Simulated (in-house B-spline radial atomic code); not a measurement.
Radial electron density of Ru, [Kr] 4d7 5s1. Computed with an all-electron radial atomic-structure program (B-spline basis): non-relativistic Hartree-Fock, spin-polarised, averaged over the determinants with the given up and down occupations, point nucleus.

Columns: r (bohr), 4πr²n(r) (electrons per bohr), bar.

```
 0.00169    1.842 #
  0.0021    2.743 ##
 0.00261    4.051 ###
 0.00325    5.938 ####
 0.00404     8.56 #####
 0.00502    12.13 ########
 0.00625    16.88 ###########
 0.00778    22.87 ###############
 0.00967    29.95 ###################
   0.012    37.67 ########################
   0.015    45.42 #############################
  0.0186    51.39 #################################
  0.0232    54.56 ###################################
  0.0288       54 ##################################
  0.0359    50.59 ################################
  0.0446     47.3 ##############################
  0.0555    47.97 ###############################
  0.0691    54.61 ###################################
   0.086    64.11 #########################################
   0.107    68.95 ############################################
   0.133    63.62 #########################################
   0.166    51.66 #################################
   0.206    45.01 #############################
   0.256     48.9 ###############################
   0.319    54.19 ###################################
   0.397    47.52 ##############################
   0.493    30.49 ###################
   0.614    16.42 ##########
   0.764    12.97 ########
    0.95    14.18 #########
    1.18    12.81 ########
    1.47    8.624 ######
    1.83    4.678 ###
    2.28    2.302 #
    2.83    1.151 #
    3.52   0.5824 
    4.38   0.2814 
    5.45    0.117 
    6.78  0.03703 
    8.44 0.007834 
    10.5 0.000983 
    13.1 6.072e-05
```

On this grid the curve has 4 maxima, near 0.0232, 0.107, 0.319, 0.95 bohr.

The 4d up radial function P(r) = rR(r), positive near the nucleus:

```
r (bohr)          P
   0.012  0.0008767
  0.0186   0.002972
  0.0288   0.009568
  0.0446    0.02862
  0.0691    0.07683
   0.107     0.1753
   0.166     0.3154
   0.256      0.387
   0.397     0.1964
   0.614    -0.2977
    0.95    -0.7594
    1.47    -0.7906
    2.28     -0.491
    3.52    -0.1944
    5.45    -0.0427
    8.44  -0.003807
```
